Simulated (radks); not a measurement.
He+, configuration 2p1 (not the ground configuration). All-electron calculation, non-relativistic Kohn-Sham, Wu-Cohen GGA, spin-polarised, spherical densities, point nucleus; open shells are filled with parallel spins first. Program: a radial shooting solver on a logarithmic mesh with Libxc functionals.

Unscreened Slater integrals over Kohn-Sham orbitals (eV). They are taken over the spin-up orbitals. Empty in this configuration: 1s.

\begin{tabular}{lr}
integral & value \\ \hline
F0(2p,2p) & 9.8504 \\
F2(2p,2p) & 4.7878 \\
F0(2p,1s) & 13.103 \\
G1(2p,1s) & 2.8968 \\
F0(1s,1s) & 32.724 \\
\end{tabular}

Derived for the open shells (J is the average intra-shell exchange parameter used in DFT+U). 2p: J = F2/5 = 0.9576 eV.
